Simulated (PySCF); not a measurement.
C6H5F2 (doublet state).
SMILES with atom numbers: `[F:1][C:2]1=[CH:3][C:4]([F:5])=[CH:6][CH2:7][CH:8]1` (hydrogens: H9 on C3; H10 on C6; H11, H12 on C7; H13 on C8)

Theory: UKS B3LYP, pcH-1 on C F H, non-relativistic, mean-field spin-orbit, GIAO in PySCF. Geometry: GFN2-xTB; no solvent, vibrations or thermal averaging. The geometry wasn't refined by DFT: couplings that depend on bond lengths, twists or pyramidal angles can differ widely from those at the functional's own minimum. Stability of the SCF solution: not tested. ⟨S²⟩ is 0.784 where a pure state has 0.75.

(1) Break the g tensor into its mass correction, gauge correction and orbital-Zeeman/spin–orbit terms.

(2) What are the electron Larmor frequencies g μB B/h along the three axes at 340 mT?

(3) What effective moment and Curie constant follow for a powder?

(4) In a frozen sample, at which fields do the three g values resonate at 9.5, 34, 94 and 263 GHz (hyperfine left aside), and which band first spreads them over more than twice a line width of 1.0 mT?

Results:

(1) 
| Δg (ppm) | 1 | 2 | 3 |
| --- | --- | --- | --- |
| relativistic mass correction | -126 | -126 | -126 |
| gauge correction | -10 | 18 | 20 |
| orbital Zeeman/spin–orbit | -12 | 293 | 322 |
| total | -148 | 186 | 216 |

So g = 2.00217, 2.00250, 2.00254 and g_iso = 2.00240; the tensor is close to axial: the two nearest values differ by 8 % of g3 − g1. Axes: g3 points within 1° of the C3–H9 bond.

(2) 9.5278, 9.5294, 9.5295 GHz for g1, g2 and g3, a range of 1.7 MHz.

(3) With the mean of g² = 4.0096 and S(S+1) = 0.75: μ_eff = √(⟨g²⟩S(S+1)) = 1.734 μB and χT = 0.12505·⟨g²⟩·S(S+1) = 0.376 cm³ K/mol (cgs; spin-Hamiltonian part alone).

(4) 
```csv
band,GHz,B(g3) mT,B(g2) mT,B(g1) mT,spread mT
X,9.5,338.95,338.95,339.01,0.06
Q,34.0,1213.07,1213.09,1213.29,0.22
W,94.0,3353.79,3353.84,3354.40,0.61
J,263.0,9383.48,9383.62,9385.19,1.71
```

The spread grows in proportion to the frequency. It stays under 2.0 mT in all four.

The largest Mulliken spin populations are on C3 (+0.54), C8 (+0.43), C6 (+0.43) and C2 (-0.18). Three atoms exceed +0.15. The positive populations add up to 1.52 and the negative ones to -0.52, together 2S = 1. The angles at C3 add up to 360.0°, so it is planar.

The HOMO–LUMO gaps are 4.97 eV among the α and 4.18 eV among the β orbitals.

The SMILES draws the unpaired electron on C8; the largest computed Mulliken spin population is on C3 (0.54 against 0.43).
